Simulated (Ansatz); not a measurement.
Cost and result up the ladder for the cluster Re2Te3 (5 atoms). Total charge 0; singlet. Geometry: PBE-D4/def2-SVP.

```tsv
atom	x (Å)	y (Å)	z (Å)
Re1	0.880	-0.282	-0.623
Re2	-0.974	0.311	0.440
Te3	-1.464	-1.502	2.072
Te4	-1.147	0.339	-2.189
Te5	2.705	1.134	0.300
```

Ansatz on 4 threads of Arm Neoverse V1 on a shared host. Times are rough, and most runs start from the orbitals of an earlier one. No level here is sound enough to serve as a yardstick. Binding counts from free atoms at the same level (Re sextet, Te triplet; other spins of the atoms weren't run), without zero-point energy or a counterpoise term.

In the def2 sets Re, Te take a core potential; there is no spin–orbit coupling. HSE06 is defined as in plane-wave codes, on full-range PBE exchange. No other spin state of charge 0 was run. Another isomer (singlet) lies 0.23 eV lower at PBE0-D4/def2-TZVP; other spin states weren't run for this one.

Run but left out: HF/def2-TZVP, MP2/def2-TZVP, CCSD(T)/def2-SVP (restricted singlet, unstable towards broken spin symmetry).

```
                         level  functions  wall time
               PBE-D4/def2-SVP        142      3.5 s
PBE-D4/def2-TZVP (with forces)        230        7 s
              PBE0-D4/def2-SVP        142        7 s
           r2SCAN-D4/def2-TZVP        230       13 s
            HSE06-D4/def2-TZVP        230       13 s
             PBE0-D4/def2-TZVP        230       18 s
          r2SCAN0-D4/def2-TZVP        230       25 s
```

Task: Estimate what each level gives for the binding energy per atom (eV).

Result: 
```tsv
level	binding energy per atom (eV)	remarks
PBE-D4/def2-SVP	2.96	restricted SCF unstable in HF
PBE-D4/def2-TZVP (with forces)	3.09	restricted SCF unstable in HF
PBE0-D4/def2-SVP	2.33	restricted SCF unstable in HF
r2SCAN-D4/def2-TZVP	2.62	restricted SCF unstable in HF
HSE06-D4/def2-TZVP	2.50	restricted SCF unstable in HF
PBE0-D4/def2-TZVP	2.49	restricted SCF unstable in HF
r2SCAN0-D4/def2-TZVP	2.11	restricted SCF unstable in HF
```
